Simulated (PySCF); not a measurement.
**Rh: excitation energy**

Rh [Kr] 4d8 5s1 (4F) → Rh [Kr] 4d7 5s1 5p1 (high-spin determinant), as a difference of total energies. All numbers are calculated (PySCF 2.14, the spin-free X2C one-electron Hamiltonian (Gaussian nucleus), in x2c-TZVPPall with one added diffuse shell each of s, p, d, f type (9s7p7d3f1g, 95 functions)). Correlated levels: valence: [Kr] frozen; valence and next inner shell: [Ar] 3d10 frozen. The calculations carry no spin-orbit coupling.

```
                                method  excitation energy (cm⁻¹)
                                   UHF                     23101
                                   LDA                     41418
                                   PBE                     39595
                                  PBE0                     37098
                                r2SCAN                     37052
                                  BLYP                     40991
                                  PW91                     39751
                               r2SCAN0                     35474
                                 wB97X                     40173
                         MP2 (valence)                     36070
                     SCS-MP2 (valence)                     37442
    MP2 (valence and next inner shell)                     36595
SCS-MP2 (valence and next inner shell)                     36675
```

A first-order spin-orbit estimate (lowest level to lowest level, LS coupling) adds 0.036 eV.

The determinant of the upper state mixes LS terms, which raises its energy above the lowest term, most at the Hartree-Fock and MP2 levels.
